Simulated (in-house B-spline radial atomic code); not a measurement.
## Ionising O7+ with different functionals

Computed with a radial B-spline atomic code at the basis-set limit: non-relativistic Hamiltonian, point nucleus, spin-polarised at highest spin, spherical fractional occupations for the functionals, and exact exchange of hybrids averaged over the configuration. The ionisation energy is the difference of two self-consistent energies, 1s1 → bare nucleus, without Breit or QED terms; ε is the level of the shell that loses the electron (its least bound occupied spin orbital).

| method | rung | ΔSCF (eV) | -ε(1s) (eV) |
| --- | --- | --- | --- |
| PBE0 | global hybrid | ? | ? |
| M06-2X | global hybrid | 870.34 | 843.80 |
| BHandHLYP | global hybrid | ? | ? |
| r2SCAN0 | global hybrid | 870.77 | 837.02 |
| CAM-B3LYP | range-separated hybrid | 869.78 | 832.02 |

What does PBE0 give?

ΔSCF 869.87 eV, and -ε(1s) = 832.74 eV.

What does BHandHLYP give?

ΔSCF 870.47 eV, and -ε(1s) = 845.50 eV.

Among the functionals, which spreads more, the ΔSCF values or the orbital energies?

The orbital energies: ΔSCF values span about 0.99 eV and the orbital energies 13.48 eV; here energy differences depend much less on the functional than eigenvalues do.

How do they compare with the NIST value?

NIST lists 871.410 eV (tabulated theory, ground level to ground level). Errors run from -1.63 to -0.64 eV; r2SCAN0 is closest (-0.64 eV), but part of that can be cancellation, since the calculations leave out relativity, Breit-QED terms.
